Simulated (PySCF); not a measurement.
Delta-SCF ions had no search for a lower state. Excitations are Tamm–Dancoff values on a coarser integration grid. The basis has no diffuse functions, so Rydberg states are missing or too high.

Cartesian coordinates (Å):
```xyz
6

C      2.3737     0.2847    -0.0475
N      1.2147     0.1087    -0.0220
Si    -0.4912    -0.1765     0.0173
Cl    -1.4539     1.6111    -0.0845
H     -0.8369    -0.9921    -1.1600
H     -0.8065    -0.8358     1.2967
```
Charge 0, spin multiplicity 1.

What is the computed HOMO, S1 oscillator strength, vertical ionisation energy (Delta-SCF), S1–T1 gap (TDA), brightest of the four lowest singlets (TDA), HOMO–LUMO gap, LUMO and total energy (PBE0-D4/def2-TZVP (PySCF))?


```yaml
HOMO: -9.21 eV
S1 oscillator strength: 0.040
vertical ionisation energy (Delta-SCF): 11.50 eV
S1–T1 gap (TDA): 1.94 eV
brightest of the four lowest singlets (TDA): 7.50 eV
HOMO–LUMO gap: 8.24 eV
LUMO: -0.97 eV
total_energy: -843.4596 Ha
```
